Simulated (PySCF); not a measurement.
Cl6OSi2, charge -1, doublet, at a GFN2-xTB geometry of the parent state (a state made from the parent by changing its charge; the spin is typed, not shown lowest) (in this run its highest filled SCF level lies above zero, so its values depend strongly on the basis, on diffuse functions most of all); MP2/STO-3G in PySCF.

Here is a job for PySCF.
```python
from pyscf import gto, scf, mp

mol = gto.Mole()
mol.atom = '''
    Cl    2.25161787    0.11558785   -1.77772796
    Si    1.56528168    0.36778438    0.07993072
    Cl    2.56435863   -0.72295361    1.41720803
    Cl    1.47891432    2.29790753    0.58709745
    O     0.04941703   -0.20957542    0.10145374
    Si   -1.55065934   -0.42979707   -0.04991088
    Cl   -2.08761438    0.28356227   -1.83676581
    Cl   -2.41439682    0.57475041    1.44354087
    Cl   -1.82817662   -2.39916145    0.09418226
'''
mol.basis = 'sto-3g'
mol.charge = -1
mol.spin = 1
mol.verbose = 4
mol.build()

mf = scf.UHF(mol)
mf.kernel()

pt = mp.MP2(mf)
pt.kernel()
print('E(MP2) = %.10f' % pt.e_tot)
mf.analyze()
```

Output, abridged:

```
PySCF version 2.14.0

[INPUT] verbose = 4
[INPUT] num. atoms = 9
[INPUT] num. electrons = 139
[INPUT] charge = -1
[INPUT] spin (= nelec alpha-beta = 2S) = 1
[INPUT] symmetry False subgroup None
[INPUT] Mole.unit = angstrom
[INPUT] Symbol           X                Y                Z      unit          X                Y                Z       unit  Magmom
[...]
nuclear repulsion = 1360.86566027566
number of shells = 43
number of NR pGTOs = 231
number of NR cGTOs = 77
basis = sto-3g
ecp = {}

******** <class 'pyscf.scf.uhf.UHF'> ********
method = UHF
initial guess = minao
damping factor = 0
level_shift factor = 0
DIIS = <class 'pyscf.scf.diis.CDIIS'>
diis_start_cycle = 1
diis_space = 8
diis_damp = 0
SCF conv_tol = 1e-09
SCF conv_tol_grad = None
SCF max_cycles = 50
direct_scf = True
direct_scf_tol = 1e-13
number electrons alpha = 70  beta = 69
Set gradient conv threshold to 3.16228e-05
init E= -3372.52960365484

cycle= 1 E= -3372.56940579018  delta_E= -0.0398  |g|= 0.417  |ddm|= 3.66
cycle= 2 E= -3372.69680328617  delta_E= -0.127  |g|= 0.152  |ddm|= 1.05
cycle= 3 E= -3372.71081560942  delta_E= -0.014  |g|= 0.0256  |ddm|= 0.264
cycle= 4 E= -3372.71164159012  delta_E= -0.000826  |g|= 0.00871  |ddm|= 0.113
cycle= 5 E= -3372.71187058062  delta_E= -0.000229  |g|= 0.0041  |ddm|= 0.077
cycle= 6 E= -3372.71197306686  delta_E= -0.000102  |g|= 0.00219  |ddm|= 0.0736
cycle= 7 E= -3372.71200731345  delta_E= -3.42e-05  |g|= 0.000714  |ddm|= 0.0574
cycle= 8 E= -3372.71200996973  delta_E= -2.66e-06  |g|= 0.000174  |ddm|= 0.0168
cycle= 9 E= -3372.71201005384  delta_E= -8.41e-08  |g|= 2.71e-05  |ddm|= 0.00197
cycle= 10 E= -3372.7120100556  delta_E= -1.76e-09  |g|= 8.67e-06  |ddm|= 0.000223
cycle= 11 E= -3372.71201005584  delta_E= -2.36e-10  |g|= 2.9e-06  |ddm|= 9.07e-05
Extra cycle  E= -3372.71201005586  delta_E= -2.36e-11  |g|= 1.66e-06  |ddm|= 1.46e-05
converged SCF energy = -3372.71201005586  <S^2> = 0.75498748  2S+1 = 2.0049813

******** <class 'pyscf.mp.ump2.UMP2'> ********
nocc = (np.int64(70), np.int64(69)), nmo = (77, 77)
E(UMP2) = -3372.84110946576  E_corr = -0.129099409905576
E(SCS-UMP2) = -3372.83854632629  E_corr = -0.126536270427203
E_corr(same-spin) = -0.0327496401455642
E_corr(oppo-spin) = -0.0963497697600122
E(MP2) = -3372.8411094658
**** SCF Summaries ****
Total Energy =                       -3372.712010055859537
Nuclear Repulsion Energy =            1360.865660275660957
One-electron Energy =                -7418.302592636690861
Two-electron Energy =                 2684.724922305170821
Two-electron Coulomb Energy =         2900.490877733066554
DFT Exchange-Correlation Energy =     -215.765955427895733
**** MO energy ****
                             alpha | beta                alpha | beta
[...]
To work with the spin densities directly, `use mulliken_meta_spin()` only printing them here.

 ** Mulliken spin pop alpha/beta on meta-lowdin orthogonal AOs **
 ** Mulliken Spin Density (per AO)  **
spin_pop of  0 Cl 1s        0.00000
spin_pop of  0 Cl 2s        0.00001
spin_pop of  0 Cl 3s        0.00907
spin_pop of  0 Cl 2px       0.00000
spin_pop of  0 Cl 2py       0.00000
spin_pop of  0 Cl 2pz       0.00004
spin_pop of  0 Cl 3px       0.00598
spin_pop of  0 Cl 3py      -0.00019
spin_pop of  0 Cl 3pz       0.06727
spin_pop of  1 Si 1s        0.00000
spin_pop of  1 Si 2s        0.00003
spin_pop of  1 Si 3s        0.26188
spin_pop of  1 Si 2px      -0.00002
spin_pop of  1 Si 2py      -0.00004
spin_pop of  1 Si 2pz      -0.00004
spin_pop of  1 Si 3px       0.00799
spin_pop of  1 Si 3py      -0.00819
spin_pop of  1 Si 3pz      -0.01161
spin_pop of  2 Cl 1s        0.00000
spin_pop of  2 Cl 2s        0.00001
spin_pop of  2 Cl 3s        0.00988
spin_pop of  2 Cl 2px       0.00001
spin_pop of  2 Cl 2py       0.00002
spin_pop of  2 Cl 2pz       0.00002
spin_pop of  2 Cl 3px       0.01810
spin_pop of  2 Cl 3py       0.02512
spin_pop of  2 Cl 3pz       0.03793
spin_pop of  3 Cl 1s        0.00000
spin_pop of  3 Cl 2s        0.00001
spin_pop of  3 Cl 3s        0.00867
spin_pop of  3 Cl 2px      -0.00000
spin_pop of  3 Cl 2py       0.00004
spin_pop of  3 Cl 2pz       0.00000
spin_pop of  3 Cl 3px      -0.00134
spin_pop of  3 Cl 3py       0.06714
spin_pop of  3 Cl 3pz       0.00314
spin_pop of  4 O 1s        0.00001
spin_pop of  4 O 2s        0.03531
spin_pop of  4 O 2px      -0.02404
spin_pop of  4 O 2py      -0.00586
spin_pop of  4 O 2pz      -0.00728
spin_pop of  5 Si 1s        0.00000
spin_pop of  5 Si 2s        0.00003
spin_pop of  5 Si 3s        0.26188
spin_pop of  5 Si 2px      -0.00002
spin_pop of  5 Si 2py      -0.00004
spin_pop of  5 Si 2pz      -0.00004
spin_pop of  5 Si 3px       0.00994
spin_pop of  5 Si 3py      -0.01179
spin_pop of  5 Si 3pz      -0.00997
spin_pop of  6 Cl 1s        0.00000
spin_pop of  6 Cl 2s        0.00001
spin_pop of  6 Cl 3s        0.00867
spin_pop of  6 Cl 2px       0.00000
spin_pop of  6 Cl 2py       0.00001
spin_pop of  6 Cl 2pz       0.00004
spin_pop of  6 Cl 3px       0.00255
spin_pop of  6 Cl 3py       0.00860
spin_pop of  6 Cl 3pz       0.05779
spin_pop of  7 Cl 1s        0.00000
spin_pop of  7 Cl 2s        0.00001
spin_pop of  7 Cl 3s        0.00907
spin_pop of  7 Cl 2px       0.00001
spin_pop of  7 Cl 2py       0.00001
spin_pop of  7 Cl 2pz       0.00003
spin_pop of  7 Cl 3px       0.01119
spin_pop of  7 Cl 3py       0.01954
spin_pop of  7 Cl 3pz       0.04233
spin_pop of  8 Cl 1s        0.00000
spin_pop of  8 Cl 2s        0.00001
spin_pop of  8 Cl 3s        0.00988
spin_pop of  8 Cl 2px       0.00000
spin_pop of  8 Cl 2py       0.00005
spin_pop of  8 Cl 2pz      -0.00000
spin_pop of  8 Cl 3px      -0.00054
spin_pop of  8 Cl 3py       0.08267
spin_pop of  8 Cl 3pz      -0.00099
 ** Mulliken Spin Density (per atom)  **
spin density of  0 Cl =      0.08219
spin density of  1 Si =      0.24999
spin density of  2 Cl =      0.09109
spin density of  3 Cl =      0.07766
spin density of  4 O =     -0.00185
spin density of  5 Si =      0.24999
spin density of  6 Cl =      0.07766
spin density of  7 Cl =      0.08219
spin density of  8 Cl =      0.09109
 ** Mulliken pop alpha/beta on meta-lowdin orthogonal AOs **
 ** Mulliken pop       alpha | beta **
In total            70.00000 | 69.00000
 ** Mulliken atomic charges   ( Nelec_alpha | Nelec_beta ) **
charge of  0Cl =     -0.37292  (     8.72755      8.64536 )
charge of  1Si =      0.87799  (     6.68600      6.43601 )
charge of  2Cl =     -0.37528  (     8.73319      8.64210 )
charge of  3Cl =     -0.37183  (     8.72475      8.64709 )
charge of  4O =     -0.51591  (     4.25703      4.25888 )
charge of  5Si =      0.87799  (     6.68600      6.43601 )
charge of  6Cl =     -0.37183  (     8.72475      8.64709 )
charge of  7Cl =     -0.37292  (     8.72755      8.64536 )
charge of  8Cl =     -0.37528  (     8.73319      8.64210 )

WARN: System has nonzero charge -1; the dipole moment is origin-dependent.
Location of origin: [0. 0. 0.]

Dipole moment(X, Y, Z, Debye): -0.01193,  0.05060, -0.02449
```
